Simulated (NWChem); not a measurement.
## Basis-set convergence for iodine monochloride (ClI)

```xyz
2

Cl     0.0000     0.0000     1.7843
I      0.0000     0.0000    -0.5723
```
Charge 0, spin multiplicity 1.

All runs are NWChem calculations. All single points use one geometry, from PBE0/def2-SVP with def2 effective core potentials on I, a minimum by its harmonic frequencies.

Quantity: LUMO energy at the level PBE.

Effective core potentials replace the inner electrons of I; spin-orbit coupling is left out.

```json
[
 {"basis": "def2-SVP", "functions": "44", "LUMO energy (eV)": "-4.45"},
 {"basis": "def2-SVPD", "functions": "62", "LUMO energy (eV)": "-4.77"},
 {"basis": "def2-TZVP", "functions": "87", "LUMO energy (eV)": "-4.55"},
 {"basis": "def2-TZVPP", "functions": "92", "LUMO energy (eV)": "-4.55"},
 {"basis": "def2-TZVPD", "functions": "105", "LUMO energy (eV)": "-4.62"},
 {"basis": "def2-QZVP", "functions": "152", "LUMO energy (eV)": "-4.58"}
]
```

Smallest basis within 0.1 eV of def2-QZVP, the largest set run: def2-TZVP, with 87 functions against 152 and about 20 % of the time (also within reach: def2-TZVPP, def2-TZVPD). def2-QZVP isn't the basis-set limit itself, and a small set can land close by cancellation.
